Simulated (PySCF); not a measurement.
Assignment exercise: C4H7FOSi

Numbering as in the mapped SMILES `[O:1]=[C:2](/[CH:3]=[CH:4]/[F:5])[CH2:6][SiH3:7]` (H(Xn): hydrogen on atom n).

PySCF 2.14 calculation with geometry: GFN2-xTB and shieldings: GIAO PBE0/pcSseg-1; equivalent nuclei averaged, a single conformation, relativity neglected, gas phase.

Shifts are taken against calculated references (same method and geometry level): TMS for $^{13}$C (σ = 186.93 ppm), $^{1}$H (σ = 31.72 ppm).

**Question.** Assign these signals to the numbered atoms. $^{13}$C{$^{1}$H} NMR (computed): δ 205.1, 176.3, 116.6, 31.8.

**Answer.** 
205.1 → C2, ketone carbonyl carbon: low-lying n→π* states of the double bond to the heteroatom give a large paramagnetic term (-270 ppm)
176.3 → C4, β carbon of a C=C–C=O unit: conjugation with the carbonyl draws π density from the β position
116.6 → C3, α carbon of a C=C–C=O unit: the olefinic region
31.8 → C6, sp3 CH2 bonded to Si, α to a carbonyl: α to the electron-withdrawing carbonyl group

**Question.** Assign these signals to the numbered atoms. $^{1}$H NMR (600 MHz, computed): δ 8.05 (m, 1H), 6.28 (m, 1H), 3.88 (t, 3H), 2.24 (q, 2H).

**Answer.** 
| δ (ppm) | atoms | environment | reason |
| --- | --- | --- | --- |
| 8.05 | H(C4) | hydrogen on a β carbon of a C=C–C=O unit | – |
| 6.28 | H(C3) | hydrogen on an α carbon of a C=C–C=O unit | a vinylic proton, deshielded by the sp2 carbon and the C=C anisotropy |
| 3.88 | H(Si7) | hydrogen on a silicon bonded to C | – |
| 2.24 | H(C6) | hydrogen on an sp3 CH2 bonded to Si, α to a carbonyl | α to C=O |

Splittings by $^{19}$F in the carbon and heteronuclear signals aren't shown, as no couplings were computed. Shifts are as computed. Against solution values, carbons near 30 ppm lie about +3 ppm off and those near 130 ppm about +5 ppm. Of 1211 compounds with measured shifts, 218 miss one by over three times the rms of a fit or turn the order of signals round; such compounds aren't used in these exercises. Multiplicities follow the n + 1 count of equivalent neighbours, as no J values were calculated; m marks all less simple cases, F and P coupling included.
